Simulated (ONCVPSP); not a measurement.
Reading a pseudo-wave (Be (Z = 4))

Columns: radius, all-electron u(r) and pseudo u(r) of the 1s shell (level -117.92 eV) of beryllium in the configuration 1s2 2s1; revPBE, non-relativistic, ONCV scheme, ONCVPSP 4.0.1.

```tsv
r (bohr)	all-electron	pseudo
0.047	0.5727	0.3483
0.095	0.9577	0.6797
0.142	1.1911	0.9598
0.190	1.3239	1.1846
0.237	1.3803	1.3370
0.285	1.3854	1.4231
0.332	1.3546	1.4445
0.380	1.2991	1.4141
0.427	1.2297	1.3462
0.475	1.1499	1.2520
0.522	1.0676	1.1478
0.570	0.9827	1.0391
0.617	0.9009	0.9370
0.665	0.8205	0.8408
0.712	0.7458	0.7559
0.760	0.6741	0.6782
0.807	0.6089	0.6102
0.855	0.5472	0.5475
0.902	0.4918	0.4918
0.950	0.4400	0.4400
0.997	0.3938	0.3938
1.045	0.3510	0.3510
1.092	0.3131	0.3131
1.140	0.2783	0.2783
1.187	0.2476	0.2476
1.235	0.2197	0.2197
```

**Question.** How many radial nodes do the two functions have?

**Answer.** The all-electron 1s function has n − l − 1 = 0; the pseudo-wave has 0.

**Question.** At about which radius was the pseudo-wave matched?

**Answer.** 0.95 bohr. The columns agree to 0.0005 from 0.85 bohr on; several derivatives are matched, so the curves merge somewhat inside the radius.

**Question.** Is the pseudo-wave norm-conserving?

**Answer.** Yes: the ONCV scheme keeps the norm inside the radius equal to the all-electron one, which fixes the energy derivative of the logarithmic derivative at the level.
